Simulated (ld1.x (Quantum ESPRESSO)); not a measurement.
# Configuration tests for phosphorus (P) (ultrasoft)

| Quantity | Value |
| --- | --- |
| Element | P (Z = 15) |
| Generator | ld1.x (Quantum ESPRESSO) 7.5 |
| Type | ultrasoft |
| Functional | PBE |
| Relativity | scalar-relativistic |
| Frozen core | [Ne] |
| Valence charge | 5 |
| Reference configuration | 3s2 3p3 |
| Partial waves | 3s (bound): rcut 1.75, rcutus 1.90 bohr; 3s channel at 0.35 Ry: rcut 1.75, rcutus 1.90 bohr; 3p (bound): rcut 1.65, rcutus 2.10 bohr; 3p channel at 3.54 Ry: rcut 1.65, rcutus 2.10 bohr; 3d channel at 0.1 Ry: rcut 1.40, rcutus 1.90 bohr |
| Local potential | all-electron potential smoothed inside 1.45 bohr (lloc = -1) |
| Core correction | a·sin(br)/r model core, default radius (core density twice the valence density) |
| Augmentation charge | built from norm-conserving waves at rcut, not smoothed further |

Energies are relative to the spin-unpolarised reference configuration 3s2 3p3; without spin polarisation the order of configurations can differ from experiment.

```
valence configuration  charge  ΔE all-electron (eV)  error AE − PS (meV)
              3s2 3p2      +1                 9.730                  -17
              3s2 3p1      +2                28.877                  -41
              3s2 3p0      +3                58.616                  +57
            3s2 3p2.5    +0.5                 3.775                 -4.6
              3s1 3p3      +1                18.850                  -46
              3s1 3p4       0                 8.534                 -6.4
```

What are ΔE and the potential's error for 3s1 3p0?

ΔE = 110.621 eV all-electron; the error (AE − PS) is +145 meV.

A Bessel basis up to 400 Ry misses an occupied level by 0.03 Ry, so cutoffs and ghosts were not judged.
